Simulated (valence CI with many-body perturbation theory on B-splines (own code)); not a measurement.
Ti⁺: one-electron terms

Calculated by valence CI with perturbative core correlation (CI+MBPT): three valence electrons over a frozen Dirac-Fock core [Ar], radial functions for each j: 9 s, 9 p, 10 d, 8 f, 5 g, 3 h, 1 i, with the one-electron correlation potential Σ1, the two-electron term Σ2, the three-electron term Σ3, Breit, model QED; selected CI, second order for the rest (own B-spline code, finite nucleus).

Set against measurement, 52 paired levels are off by 273 cm⁻¹ on average, the worst by 1006. These come from a selection out of the NIST Handbook of Basic Atomic Spectroscopic Data. Levels without a partner in it may be off by more, other configurations by 1,000 to 4,000 cm⁻¹.

These are the spectroscopic orbitals of the CI (the correlating ones are not listed), shaped by the core and the other valence electrons. h is the expectation value of the core's Dirac-Fock operator, without the valence repulsion; Σ1 is computed up to l = 3 at one energy for each symmetry, that of its lowest orbital but kept below the first core excitation, so for empty shells it is not the orbital's own correlation shift; Breit and QED include the response of the core.

```
Orbital  h (hartree)  Σ1 (cm⁻¹)  Breit (cm⁻¹)  QED (cm⁻¹)  ⟨r⟩ (bohr)
  4s1/2      -1.1476      -4244          16.3        16.2       3.135
  5s1/2     -0.52688       -645           2.8         2.8       7.370
  6s1/2     -0.31531       -275           1.3         1.3       12.68
  4p1/2     -0.91417      -2437          16.8        -1.5       3.844
  5p1/2     -0.44363       -473           3.7        -0.3       8.669
  6p1/2     -0.27729       -227           1.9        -0.2       14.30
  4p3/2     -0.91059      -2399           8.4        -0.8       3.861
  5p3/2     -0.44243       -467           1.8        -0.2       8.693
  6p3/2     -0.27675       -225           1.0        -0.1       14.32
  3d3/2      -1.4772     -13431         -46.1       -13.8       1.604
  4d3/2     -0.53362       -683          -1.8        -0.7       6.727
  5d3/2     -0.31599       -309          -0.8        -0.3       12.36
  3d5/2      -1.4754     -13353         -81.3       -12.7       1.607
  4d5/2     -0.53323       -681          -3.7        -0.6       6.733
  5d5/2     -0.31583       -308          -1.7        -0.3       12.37
  4f5/2     -0.37813      -96.6           0.0         0.0       8.916
  5f5/2     -0.24932      -64.3           0.0         0.0       14.80
  4f7/2     -0.37814      -96.6           0.0         0.0       8.915
  5f7/2     -0.24932      -64.3           0.0         0.0       14.80
  5g7/2     -0.24245                      0.0         0.0       13.43
  5g9/2     -0.24245                      0.0         0.0       13.43
```

Among the shells of the start configuration 3d2 4s1, Σ1 is largest in size for 3d3/2, where it is 4.1 % of h.

Lowest root of each symmetry, sizes in configuration state functions:

```tsv
J	Parity	Roots	Reference	Variational	Second order	Change by selected CI (cm⁻¹)	Change by second order (cm⁻¹)
1/2	even	5	32	12090	36250	-6570	-8
3/2	even	11	55	20644	64843	-5327	-5
5/2	even	11	63	22785	84565	-5332	-5
7/2	even	7	54	18298	96846	-5337	-7
9/2	even	6	43	14376	91715	-5345	-8
11/2	even	1	24	7879	72212	-7421	-28
1/2	odd	5	39	9427	36113	-6663	-8
3/2	odd	8	66	15074	66474	-6123	-7
5/2	odd	9	72	17167	83146	-5371	-7
7/2	odd	8	63	16745	96602	-5379	-7
9/2	odd	4	42	12808	90549	-5389	-7
11/2	odd	2	24	8660	78799	-5405	-7
```
